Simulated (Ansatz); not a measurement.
Abridged output of a molecular run in Ansatz:

```
Functional definition: HF
1207 factors; integrals over basis functions are off by at most 9.1e-4 eV
mean field evaluation 1: about -16826.9563 eV, gradient 3.7e1 eV
mean field evaluation 2: about -16826.9603 eV, gradient 3.7e1 eV
mean field evaluation 4: about -16832.4726 eV, gradient 4.7e0 eV
mean field evaluation 8: about -16833.7076 eV, gradient 1.9e0 eV
mean field evaluation 16: about -16833.8431 eV, gradient 5.6e-2 eV
mean field -16833.84317639 eV, -618.6323263435 hartree, gradient 2.6e-6 eV, S^2 0.758691; 6 other end points of the search recorded, 0 dependent functions left out
9 core orbitals not correlated: weight in the atoms' cores, before any rotation towards them, 1.000 or more for the frozen orbitals, at most 0.000 for the correlated occupied ones
reference -16833.84317639 eV, -618.6323263435 hartree; 16, 15 occupied and 169, 170 virtual orbitals, 1207 factors
second order -27.31313304 eV of doubles, -0.00000000 eV of singles
cycle   1  -27.27385297 eV  change    3.9e-2 eV  update   1.0e-1
cycle   2  -27.79751047 eV  change   -5.2e-1 eV  update   3.1e-2
cycle   3  -27.92950691 eV  change   -1.3e-1 eV  update   2.5e-2
cycle   4  -27.93189238 eV  change   -2.4e-3 eV  update   1.5e-2
cycle   5  -27.93639642 eV  change   -4.5e-3 eV  update   1.1e-2
cycle   6  -27.95318935 eV  change   -1.7e-2 eV  update   5.1e-3
cycle   7  -27.95678206 eV  change   -3.6e-3 eV  update   2.7e-3
cycle   8  -27.95659830 eV  change    1.8e-4 eV  update   1.6e-3
cycle   9  -27.95685530 eV  change   -2.6e-4 eV  update   1.2e-3
cycle  10  -27.95611966 eV  change    7.4e-4 eV  update   8.1e-4
cycle  11  -27.95680791 eV  change   -6.9e-4 eV  update   5.0e-4
cycle  12  -27.95741936 eV  change   -6.1e-4 eV  update   2.1e-4
cycle  13  -27.95725467 eV  change    1.6e-4 eV  update   1.0e-4
cycle  14  -27.95730025 eV  change   -4.6e-5 eV  update   3.6e-5
cycle  15  -27.95725479 eV  change    4.5e-5 eV  update   1.7e-5
cycle  16  -27.95725105 eV  change    3.7e-6 eV  update   7.3e-6
perturbative correction -0.89066462 eV, -0.0327313211 hartree
Total energy: -16862.69109206 eV, -619.6924676906 hartree
Checks for a lower state left out: cluster_reference
```

Its atoms:

Z-matrix (Å, degrees):
```
Si
O 1 1.614
F 1 1.576 2 113.7
N 1 1.698 2 102.0 3 -118.6
F 1 1.576 2 113.8 3 122.8
H 4 1.008 1 120.6 2 74.5
H 4 1.008 1 120.6 2 -74.8
```

Problem. Which basis set was used?
A. def2-QZVPP
B. def2-SVP
C. def2-SVPD
D. def2-TZVPP

Solution. D. It gives 194 functions.

Problem. Write the keys of the input that set method, charge and spin (a neutral closed shell needs none for the last two).

Solution. 
```yaml
magnetization: {spin_polarized: true, initial_magnetization: 1}
correlation: {method: ccsd_t}
scf: {omitted_lower_state_checks: [cluster_reference]}
```
